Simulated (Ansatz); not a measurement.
F₃H₃Si₂ (`F[SiH2][SiH](F)F`) from Hartree–Fock to CCSD(T)

Cartesian coordinates in Å:
```
F 0.382 -2.151 -0.627
Si -0.558 -1.053 0.063
Si 0.482 1.058 -0.024
F 1.885 1.002 0.724
F 0.766 1.459 -1.537
H -1.853 -1.016 -0.663
H -0.792 -1.450 1.475
H -0.311 2.151 0.589
```

The species carries charge 0 and has multiplicity 1. Geometry: relaxed with PBE0-D4/def2-TZVP. It is one conformer, not always the lowest. Frozen core, restricted reference, Ansatz. CBS rows extrapolate triple and quadruple zeta; past MP2 they add the triple-zeta difference.

```json
{"basis": "def2-TZVPP", "HF (Eh)": "-878.28532", "MP2 corr.": "-0.98202", "CCSD corr.": "-1.00987", "(T)": "?", "CCSD(T) total": "?"}
{"basis": "def2-QZVPP", "HF (Eh)": "?", "MP2 corr.": "?", "CCSD corr.": "–", "(T)": "–", "CCSD(T) total": "–"}
{"basis": "CBS(def2)", "HF (Eh)": "-878.32342", "MP2 corr.": "-1.14382", "CCSD corr.": "?", "(T)": "as TZ", "CCSD(T) total": "?"}
```

Problem. Fill in the withheld values. (Best estimate.)

Solution. The calculation gave: def2-TZVPP (T): -0.02910; def2-TZVPP CCSD(T) total: -879.32429; def2-QZVPP HF (Eh): -878.31881; def2-QZVPP MP2 corr.: -1.07497; CBS(def2) CCSD corr.: -1.17167; CBS(def2) CCSD(T) total: -879.52419.
